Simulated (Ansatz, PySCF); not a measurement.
Process, species as SMILES: [CH2]C(C)O -> CC(C)[O]
Structures are relaxed separately at B3LYP-D3(BJ)/def2-TZVP in Ansatz (a quantum-chemistry and plane-wave program), one conformer each, not searched for the lowest.

Property: isomerisation energy (electronic energy difference), in eV. Correlated levels leave the core frozen unless marked. Open shells are spin-unrestricted. Spin-orbit coupling is left out. No relativistic terms. CBS(X,Y): correlation extrapolated as X^-3; Hartree-Fock from the larger set. The bracket is a focal-point correction in the basis named.

```
level                       program  isomerisation energy (eV)
--------------------  -------------  -------------------------
HF-D3(BJ)/def2-TZVPD  PySCF + dftd3                      -0.26
PBE/def2-TZVPD               Ansatz                       0.01
```

### Question
Predict the RI-MP2/CBS(cc-pVTZ,cc-pVQZ)+[CCSD(T)-MP2]/cc-pVDZ result (Ansatz).

### Answer
0.18 eV
